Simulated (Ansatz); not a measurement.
Geometry optimisation, Ansatz, RKS PBE/def2-SVP.

Input:

```yaml
crystal:
  periodic: [false, false, false]
  atoms:
    - { symbol: Ti, position_ang: [0.0, 0.0, 0.0] }
    - { symbol: O, position_ang: [0.0, 0.0, 2.27] }
    - { symbol: H, position_ang: [-0.9095, -0.2814, 2.6071] }
    - { symbol: F, position_ang: [1.7257, 0.0, -0.6094] }
    - { symbol: F, position_ang: [-0.8619, 1.4933, -0.6094] }
    - { symbol: F, position_ang: [-0.8619, -1.4933, -0.6094] }
    - { symbol: "N", position_ang: [1.2317, -1.8705, 0.7442] }
    - { symbol: H, position_ang: [0.7926, -2.8351, 0.7273] }
    - { symbol: Si, position_ang: [2.9356, -1.6567, 1.3471] }
    - { symbol: H, position_ang: [3.6365, -2.9362, 1.291] }
    - { symbol: H, position_ang: [3.6309, -0.6846, 0.5085] }
    - { symbol: H, position_ang: [2.9082, -1.1776, 2.7259] }
    - { symbol: H, position_ang: [0.7451, -1.1315, 1.8913] }
basis:
  gaussian: { orbitals: def2-SVP }
hamiltonian:
  xc: pbe
relax:
  f_tol: 0.15
  max_steps: 25
  restrain:
    - { distance: [0, 6], at: 3.26, k: 30.0 }
    - { distance: [12, 1], at: 2.21, k: 30.0 }
    - { distance: [0, 1], at: 1.92, k: 30.0 }
    - { distance: [12, 6], at: 1.06, k: 30.0 }
```

Command:

```bash
$ ansatz run input.yaml --threads 4 --pin off --max-ram 5120MiB --backend cpu --events-out ev --progress --plain --runs-dir out
```

Where does it end, and by what steps?

The forces met the threshold. The restraints hold the end off the free minimum; the threshold counts their pulls, which the force column leaves out. Restrained pairs: Ti1–N7 (2.36 → 3.25 Å), O2–H13 (1.41 → 2.21 Å), Ti1–O2 (2.27 → 1.88 Å), N7–H13 (1.45 → 1.04 Å). After 17 steps the energy has fallen by 2.910 eV (the restraints' own energy left out); H11 moved furthest, 1.26 Å.

```json
{"step": "0", "energy less start (eV)": "0.0000", "largest force component (eV/Å)": "3.377", "accepted": "yes"}
{"step": "1", "energy less start (eV)": "-0.5639", "largest force component (eV/Å)": "3.968", "accepted": "yes"}
{"step": "2", "energy less start (eV)": "-1.0594", "largest force component (eV/Å)": "5.504", "accepted": "yes"}
{"step": "3", "energy less start (eV)": "-1.7963", "largest force component (eV/Å)": "4.071", "accepted": "yes"}
{"step": "4", "energy less start (eV)": "-2.5258", "largest force component (eV/Å)": "1.395", "accepted": "yes"}
{"step": "5", "energy less start (eV)": "-2.6594", "largest force component (eV/Å)": "1.368", "accepted": "yes"}
{"step": "6", "energy less start (eV)": "-2.7249", "largest force component (eV/Å)": "1.441", "accepted": "yes"}
{"step": "7", "energy less start (eV)": "-2.7398", "largest force component (eV/Å)": "1.383", "accepted": "yes"}
{"step": "8", "energy less start (eV)": "-2.8245", "largest force component (eV/Å)": "1.537", "accepted": "yes"}
{"step": "9", "energy less start (eV)": "-2.8348", "largest force component (eV/Å)": "1.463", "accepted": "yes"}
{"step": "10", "energy less start (eV)": "-2.8727", "largest force component (eV/Å)": "1.500", "accepted": "yes"}
{"step": "11", "energy less start (eV)": "-2.8836", "largest force component (eV/Å)": "1.510", "accepted": "yes"}
{"step": "12", "energy less start (eV)": "-2.8777", "largest force component (eV/Å)": "1.353", "accepted": "yes"}
{"step": "13", "energy less start (eV)": "-2.8932", "largest force component (eV/Å)": "1.387", "accepted": "yes"}
{"step": "14", "energy less start (eV)": "-2.9040", "largest force component (eV/Å)": "1.420", "accepted": "yes"}
{"step": "15", "energy less start (eV)": "-2.8993", "largest force component (eV/Å)": "1.449", "accepted": "no"}
{"step": "16", "energy less start (eV)": "-2.9077", "largest force component (eV/Å)": "1.407", "accepted": "yes"}
{"step": "17", "energy less start (eV)": "-2.9099", "largest force component (eV/Å)": "1.405", "accepted": "yes"}
```

```xyz
13
Properties=species:S:1:pos:R:3
Ti -0.248 0.298 0.062
O -0.630 -0.226 1.821
H -1.236 0.297 2.381
F 1.409 0.839 -0.141
F -1.265 1.688 -0.234
F -0.706 -0.921 -1.110
N 1.465 -2.223 1.180
H 1.134 -3.091 0.751
Si 3.180 -1.918 1.373
H 3.940 -2.976 2.152
H 3.821 -1.825 0.011
H 3.300 -0.613 2.114
H 0.809 -1.903 1.923
```

Time of the run: 39 s on 4 threads of Arm Neoverse V2, on a shared host, peak memory 0.24 GiB.
